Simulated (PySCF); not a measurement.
## Dipole response of In⁻ (indium, charge -1)

[Kr] 4d10 5s2 5p2, high-spin 3P determinant. Computed with PySCF 2.14 in aug-cc-pwCVDZ-PP with ECP28MDF (6s5p4d1f, 48 functions), with a scalar-relativistic core potential. Coupled (time-dependent) response in atomic units; α is the mean over directions. A double-zeta set is small for polarisabilities.

```
method  mean α (bohr³)         α xx, yy, zz  C₆ (like pair)  S(−4)
   UHF           292.1  131.1, 372.6, 372.5            5519  72150
```

S(−4) is the Cauchy moment in α(ω) = α(0) + S(−4) ω² + …

Spin-orbit coupling is absent.

α(iu) at UHF:

| u (hartree) | α(iu) (bohr³) |
| --- | --- |
| 0 | 292.1 |
| 0.0500 | 198.1 |
| 0.100 | 125.7 |
| 0.200 | 63.26 |
| 0.300 | 37.12 |
| 0.500 | 17.28 |
| 0.750 | 9.273 |
| 1.00 | 6.066 |
| 1.50 | 3.474 |
| 2.00 | 2.396 |
| 3.00 | 1.415 |
| 5.00 | 0.6697 |

For an ion, C₆ is the dispersion term alone; charge-induced terms of lower order in 1/R come first.

The components differ because the open shell of this determinant is not spherical; for a pure term their mean is the scalar polarisability.

Energies and moments cover only the electrons outside the core potential.
